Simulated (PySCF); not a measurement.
dialuminium oxide (Al2O), SMILES [Al][O][Al] (connectivity only; charge and spin as stated), neutral, multiplicity 1.

Geometry optimised at r2SCAN-D4/def2-TZVP.

All values below come from PBE/def2-TZVPD (PySCF).

Isolated molecule, no solvent.

Computed frontier levels, gap, dipole moment and polarisability:
```yaml
highest_occupied_level: -5.24 eV
lowest_empty_level: -1.87 eV
orbital_gap: 3.37 eV
dipole_moment: 0.00 D
quadrupole, principal values (traceless, Buckingham form, about the centre of nuclear charge): -6.83, 3.41, 3.41 D·Å
mean_static_polarisability: 87.3 bohr³ (12.93 Å³)
polarisability_principal_values: 80.6, 80.6, 100.7 bohr³
```
